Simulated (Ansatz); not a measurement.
Ansatz (a first-principles code) input (RPA@PBE/cc-pVTZ):

Ansatz 0.2 input:
```yaml
crystal:
  periodic: [false, false, false]
  atoms:
    - {symbol: O, position_ang: [0.04602570, 1.31640462, -1.21243717]}
    - {symbol: Ge, position_ang: [0.00495988, -0.13469990, 0.12207591]}
    - {symbol: O, position_ang: [-1.16732589, 0.47884388, 1.23014526]}
    - {symbol: O, position_ang: [-0.48547203, -1.30142640, -1.05821240]}
    - {symbol: O, position_ang: [1.61787380, -0.13173155, 0.72932122]}
    - {symbol: H, position_ang: [0.01043554, 2.25435357, -0.96316960]}
    - {symbol: H, position_ang: [-0.87627695, 0.57034821, 2.14909925]}
    - {symbol: H, position_ang: [-1.22920897, -1.87483988, -0.82554486]}
    - {symbol: H, position_ang: [2.25901220, -0.70014916, 0.27912709]}
    - {symbol: H, position_ang: [-0.41149046, 1.16395994, -2.05647630]}
basis:
  gaussian:
    orbitals: cc-pVTZ
hamiltonian:
  xc: pbe
total_charge: 1
magnetization: {spin_polarized: false}
correlation: {method: rpa, electrons: outside_noble_gas}
```

End of the output:

```
integrals: 0.53 GiB planned
1409 factors; integrals over basis functions are off by at most 1.0e-3 eV
mean field: 1.74 GiB planned
mean field evaluation 1: about -64736.8279 eV, gradient 1.5e2 eV
mean field evaluation 2: about -64736.8220 eV, gradient 1.5e2 eV
mean field evaluation 4: about -64768.4502 eV, gradient 3.4e1 eV
mean field evaluation 8: about -64770.4916 eV, gradient 8.9e-1 eV
mean field evaluation 16: about -64770.4842 eV, gradient 2.1e-4 eV
mean field evaluation 32: about -64730.4154 eV, gradient 1.2e2 eV
mean field -64770.48424330 eV, -2380.2713929304 hartree, gradient 9.9e-6 eV, S^2 0.000000; 0 other end points of the search recorded, 0 dependent functions left out
18 core orbitals not correlated
reference -64699.91958941 eV, -2377.6781897301 hartree; 16, 16 occupied and 199, 199 virtual orbitals, 1409 factors
Total energy: -64745.00472908 eV, -2379.3350380532 hartree
```

It need not be the lowest isomer of its formula.
